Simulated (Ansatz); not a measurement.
Start from `[OH][Ga]([Cl])[Br]` and change one element to get `[OH][Al]([Cl])[Br]`.

Ansatz, PBE0-D4/def2-TZVP geometries, multiplicity 1. Each molecule was computed in one conformer, which needn't be the lowest.

Scalar relativity is left out up to krypton.

```csv
property,`[OH][Ga]([Cl])[Br]`
size of the dipole moment (ωB97M-V/def2-TZVPP) / D,1.52
HOMO–LUMO gap (B3LYP/def2-TZVPP) / eV,6.62
HOMO–LUMO gap (PBE/def2-TZVPP) / eV,4.97
LUMO energy (PBE0/def2-TZVPP) / eV,-1.66
size of the dipole moment (B3LYP/def2-TZVPP) / D,1.53
size of the dipole moment (PBE/def2-TZVPP) / D,1.51
```

Task: What does the change do to each property? (Best estimate.)

Result: The calculation gave: 
```tsv
property	`[OH][Al]([Cl])[Br]`	shift
size of the dipole moment (ωB97M-V/def2-TZVPP) / D	1.62	0.10
HOMO–LUMO gap (B3LYP/def2-TZVPP) / eV	7.19	0.57
HOMO–LUMO gap (PBE/def2-TZVPP) / eV	5.58	0.61
LUMO energy (PBE0/def2-TZVPP) / eV	-1.07	0.59
size of the dipole moment (B3LYP/def2-TZVPP) / D	1.62	0.09
size of the dipole moment (PBE/def2-TZVPP) / D	1.59	0.08
```

With PBE0 the HOMO rises by 0.07 eV and the LUMO rises by 0.59 eV, so the gap widens by about 0.52 eV. PBE moves the HOMO by 0.07 eV and ωB97M-V by 0.08 eV. Dipoles are sizes alone; their direction can turn.

B3LYP here is the variant with VWN-RPA as its local correlation; programs differ in this.

Spin–orbit coupling is left out; it splits and shifts lone-pair levels of the heavy atoms by tenths of an eV.
